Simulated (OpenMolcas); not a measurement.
**Mn2+: ligand-field states by method**

Mn2+ with 5 ligands (fluoride) in trigonal bipyramidal coordination (D3h) at 1.95 Å, the axial distance 1.852 Å. A charge of +0.6 e stands 3.2 Å behind each ligand. Ligand basis ANO-RCC-VDZP.
```
Mn    0.0000    0.0000    0.0000
F     1.9500    0.0000    0.0000
F    -0.9750    1.6887    0.0000
F    -0.9750   -1.6887    0.0000
F     0.0000    0.0000    1.8525
F     0.0000    0.0000   -1.8525
```

| Property | Result |
| --- | --- |
| Program | OpenMolcas 26.06 |
| Basis | ANO-RCC-VDZP [5s4p2d1f] |
| Scalar Hamiltonian | DKH2, point nucleus |
| Active space | 5 electrons in 5 orbitals (3d) |
| State averaging | 2S+1 = 6 even, 1 root; 2S+1 = 4 even, 24 roots; 2S+1 = 2 even, 75 roots |
| Spin-orbit coupling | state interaction with AMFI integrals over the reference wave functions |

I. CASSCF
II. SS-CASPT2, IPEA 0.25 Eh, imaginary shift 0.1 Eh (closed shells correlated: 3s 3p and the ligand valence shells)

Spin-free states (labels of D3, the rotations of D3h) in cm-1, each column counted from its own energy of the first state listed:

```tsv
State	Degeneracy	I	II
2S+1 = 6	1	0	0
4E	2	22651	18720
4E	2	28038	23280
2S+1 = 4	1	30855	26570
2S+1 = 4	1	31003	27050
4E	2	31036	26480
2S+1 = 4	1	31044	26680
4E	2	35837	29780
2S+1 = 4	1	35838	28960
2E	2	35988	30510
2E	2	36020	31000
4E	2	37573	31370
2S+1 = 2	1	38040	32010
2S+1 = 2	1	38285	32090
2S+1 = 4	1	38489	32330
2E	2	38684	32000
2E	2	40971	33780
4E	2	41737	36210
2E	2	42430	36530
2S+1 = 2	1	43023	37500
```

From I to II, I's first state of another spin (4E) moves from 22651 to 18720 cm-1, by about -3900 cm-1.

χT at 300 K: I 4.39, II 4.39 cm3 K/mol.

Roots that are degenerate in the reference are averaged as groups; the widest CASPT2 spread within a group is 82 cm-1 (the 2-fold group of multiplicity 2 near 64200 cm-1 above the lowest state of its run, II). Shifts and gaps below about the spread of the groups concerned are not significant. Over all roots computed the reference weight is 0.73 to 0.75 in II; a low but even weight reflects the number of correlated electrons. Ligand-to-metal charge-transfer states are missing. With no ligand orbital active B as a rule stays too high, so bands that hang on it stand too high and its fall with covalency is understated. Without dynamic correlation the repulsion within the d shell is too large (B by tens of per cent), so at a given field states of lower spin stand too high (holds for I). With metal d orbitals alone and no dynamic correlation the field as a rule comes out too small, by tens of per cent, by up to half for chloride and softer ligands (holds for I). Free-ion shares, where given, are those of the reference states; single-state CASPT2 does not remix them (holds for II). The distance lies 5 % under the 2.06 Å that this model takes as the normal distance (a Shannon-type radius plus a fixed donor radius); by an R⁻⁵ law this alone changes a d-shell field by about +32 %. No measured value stands beside these numbers; the geometry is a model, was not optimised and need not be the one that this ion takes.
